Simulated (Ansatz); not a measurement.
A run on AlH3O3 (`[OH][Al]([OH])[OH]`) with other settings.

```yaml
crystal:
  periodic: [false, false, false]
  atoms:
    - {symbol: O, position_ang: [-1.645590, 0.189716, -0.282109]}
    - {symbol: Al, position_ang: [0.008653, -0.009750, -0.006502]}
    - {symbol: O, position_ang: [0.664391, 0.365882, 1.503863]}
    - {symbol: O, position_ang: [1.007216, -0.584896, -1.241127]}
    - {symbol: H, position_ang: [-2.242094, 0.512514, 0.390957]}
    - {symbol: H, position_ang: [1.594742, 0.266478, 1.697777]}
    - {symbol: H, position_ang: [0.673782, -0.807943, -2.108357]}
basis:
  gaussian: {orbitals: aug-pcseg-2, fitting: {mean_field: def2-universal-jkfit}}
hamiltonian: {xc: {name: wB97}}
```

```sh
$ ansatz run in.yaml --threads 4 --pin off --events-out ev --progress --plain --max-ram 10444MiB
```

It prints (some lines left out):

```
Functional definition: wB97
413 factors; integrals over basis functions are off by at most 9.2e-1 eV
413 factors; integrals over basis functions are off by at most 4.8e-2 eV
mean field evaluation 1: about -12782.1329 eV, gradient 8.6e1 eV
mean field evaluation 2: about -12780.1525 eV, gradient 9.4e1 eV
mean field evaluation 4: about -12793.7948 eV, gradient 7.3e-1 eV
mean field evaluation 8: about -12793.7966 eV, gradient 4.2e-2 eV
mean field evaluation 16: about -12793.7966 eV, gradient 9.5e-6 eV
mean field -12793.79662102 eV, -470.1633538756 hartree, gradient 9.5e-6 eV, S^2 0.000000; 0 other end points of the search recorded, 0 dependent functions left out
reference -12793.79660159 eV, -470.1633531615 hartree; 20, 20 occupied and 237, 237 virtual orbitals, 413 factors
Total energy: -12793.79660159 eV, -470.1633531615 hartree
```

Run time 3.8 s (4 threads of an Intel Xeon Platinum 8375C on a shared host); peak host memory 0.52 GiB.
